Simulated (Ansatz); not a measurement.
`[NH2][Al]([F])[SiH3]` and `[NH2][Al]([F])[PH2]` differ in one atom or group.

Ansatz, PBE0-D4/def2-TZVP geometries, multiplicity 1. Each molecule was computed in one conformer, which needn't be the lowest.

| property | `[NH2][Al]([F])[SiH3]` |
| --- | --- |
| LUMO energy (PBE/def2-TZVPP) / eV | -1.63 |
| HOMO energy (B3LYP/def2-TZVPP) / eV | -7.54 |
| HOMO energy (PBE0/def2-TZVPP) / eV | -7.79 |
| HOMO–LUMO gap (ωB97M-V/def2-TZVPP) / eV | 10.93 |
| HOMO energy (PBE/def2-TZVPP) / eV | -6.39 |
| HOMO–LUMO gap (PBE0/def2-TZVPP) / eV | 6.91 |

What does the change do to each property? (Best estimate.)

Ansatz gave: 
| property | `[NH2][Al]([F])[PH2]` | shift |
| --- | --- | --- |
| LUMO energy (PBE/def2-TZVPP) / eV | -1.13 | 0.50 |
| HOMO energy (B3LYP/def2-TZVPP) / eV | -7.31 | 0.23 |
| HOMO energy (PBE0/def2-TZVPP) / eV | -7.55 | 0.24 |
| HOMO–LUMO gap (ωB97M-V/def2-TZVPP) / eV | 10.86 | -0.07 |
| HOMO energy (PBE/def2-TZVPP) / eV | -6.29 | 0.10 |
| HOMO–LUMO gap (PBE0/def2-TZVPP) / eV | 7.22 | 0.31 |

With PBE0 the HOMO rises by 0.24 eV and the LUMO rises by 0.54 eV, so the gap widens by about 0.30 eV. PBE moves the HOMO by 0.10 eV and ωB97M-V by 0.47 eV. The zero-point energy changes by -18.7 kJ/mol with -3 modes.

B3LYP here is the variant with VWN-RPA as its local correlation; programs differ in this.
